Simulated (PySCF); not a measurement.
Working out the ionisation energy of I

I [Kr] 4d10 5s2 5p5 (2P) → I⁺ [Kr] 4d10 5s2 5p4 (3P). Calculation: PySCF 2.14, in aug-cc-pVQZ-PP with one added diffuse shell each of s, p, d, f, g type with ECP28MDF (8s8p6d4f3g, 117 functions); scalar relativity through the core potential. Frozen: 4s2 4p6 4d10. Energies in hartree (1 hartree = 27.21139 eV):

```json
{"part": "UHF", "I (lower)": "-294.662501", "I⁺ (upper)": "-294.312028"}
{"part": "MP2 opposite-spin", "I (lower)": "-0.103453", "I⁺ (upper)": "-0.078500"}
{"part": "MP2 same-spin", "I (lower)": "-0.027280", "I⁺ (upper)": "-0.020888"}
```

Question: What does Hartree-Fock give?

Answer: (-294.312028) − (-294.662501) = 0.350473 hartree = 9.537 eV.

Question: What do MP2 and SCS-MP2 (6/5 opposite-spin, 1/3 same-spin) give?

Answer: The opposite-spin parts differ by 0.679 eV and the same-spin parts by 0.174 eV. MP2: 9.537 + (0.679) + (0.174) = 10.390 eV. SCS-MP2: 9.537 + 1.2 × (0.679) + (0.174)/3 = 10.410 eV.

Measured between the centres of the two terms (NIST): 10.519 eV, so MP2 (valence) is off by -0.129 eV.

What remains against the reference includes basis incompleteness, the frozen core and correlation beyond second order.
